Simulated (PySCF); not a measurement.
C4H5FSi, SMILES C#C/C(F)=C/[SiH3].

Geometry: PBE0-D3(BJ)/def2-SVP. The structure was generated by enumeration; whether it is a known compound was not checked.

Two levels are set side by side: TDA-PBE/def2-SVPD (PySCF) and TDA-ωB97X/def2-SVPD (PySCF). Vertical, same geometry. The lowest singlet is HOMO−1→LUMO 99 % with PBE and HOMO−1→LUMO 85 % with the other functional; states are paired by order. Differences are taken from unrounded values.

```tsv
quantity	TDA-ωB97X	TDA-PBE	TDA-PBE minus TDA-ωB97X
lowest singlet excitation (eV)	5.71	5.05	-0.66
lowest triplet excitation (TDA) (eV)	3.39	3.24	-0.15
first bright state (f over 0.05) (eV)	5.75	5.34	-0.41
its oscillator strength	0.43	0.47	0.04
```

A lower first singlet is the usual sign of a functional without exact exchange. Differences between two approximate levels are no errors against the true value.

Rough cost on one machine, each run with all the roots and properties that it gave: TDA-ωB97X against TDA-PBE about 5 times.
